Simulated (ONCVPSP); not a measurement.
# Before and after: ONCV potential for mercury (Hg)

| Item | Value |
| --- | --- |
| Element | Hg (Z = 80) |
| Generator | ONCVPSP 4.0.1 |
| Type | optimised norm-conserving Vanderbilt (ONCV) |
| Functional | LDA (Perdew-Wang 92) |
| Relativity | scalar-relativistic |
| Frozen core | [Kr] 4d10 4f14 |
| Valence charge | 20 |
| Reference configuration | 5s2 5p6 5d10 6s0.5 (charge +1.5) |
| Partial waves | 5s+6s: rc 1.50 bohr, ncon 4, nbas 8, qcut 6.8 1/bohr, 2 projectors; 5p: rc 1.00 bohr, ncon 5, nbas 9, qcut 7.2 1/bohr, 1 projector; 5d: rc 1.80 bohr, ncon 3, nbas 8, qcut 8.4 1/bohr, 2 projectors, debl 1.5 Ha |
| Local potential | polynomial inside 0.85 bohr (lpopt 1, dvloc0 4 Ha) |
| Core correction | none |

All-electron outer shells of the reference configuration (LDA (PZ), scalar-relativistic, ld1.x):

```csv
shell,level (eV),outermost node (bohr),outermost maximum (bohr)
5s,-132.67,0.47,0.82
4f,-110.41,–,0.37
5p,-80.90,0.51,0.93
5d,-23.98,0.55,1.17
6s,-19.38,1.07,2.10
```

Change: all radii scaled by about 0.97 (s 1.46, p 0.96, d 1.74 bohr); local potential polynomial inside 0.82 bohr (lpopt 1, dvloc0 4 Ha).

Cutoffs: the cutoffs (Ha) at which the residual kinetic energy of the hardest occupied pseudo-wave falls to 1 and 0.1 mHa per electron; they do not see the model core or the augmentation charge, which bear on the density cutoff. Errors are all-electron minus pseudo energies relative to the spin-unpolarised reference configuration.

Problem. What does the change do?

Solution. The potential gets softer (187 Ha and 239 Ha → 119 Ha and 208 Ha); the errors of the 4 common tests hardly move; neither file shows a bound ghost.

| quantity | base | changed |
| --- | --- | --- |
| cutoff, loose | 187 Ha | 119 Ha |
| cutoff, tight | 239 Ha | 208 Ha |
| loose cutoff by channel | s 21 Ha, p 187 Ha, d 22 Ha | s 21 Ha, p 119 Ha, d 22 Ha |
| bound ghosts | none | none |
| GHOST(+) flags under 300 eV | s at 78.7 eV | s at 51.2 eV |
| error for 5s2 5p6 5d10 6s2, meV [ΔE -19.65 eV] | +4.1 | +4.2 |
| error for 5s2 5p6 5d10 6s1, meV [ΔE -8.61 eV] | +2.4 | +2.4 |
| error for 5s2 5p6 5d10 6s0, meV [ΔE 10.78 eV] | -4.0 | -3.9 |
| error for 5s2 5p6 5d10 6s1.5, meV [ΔE -15.13 eV] | +3.6 | +3.7 |
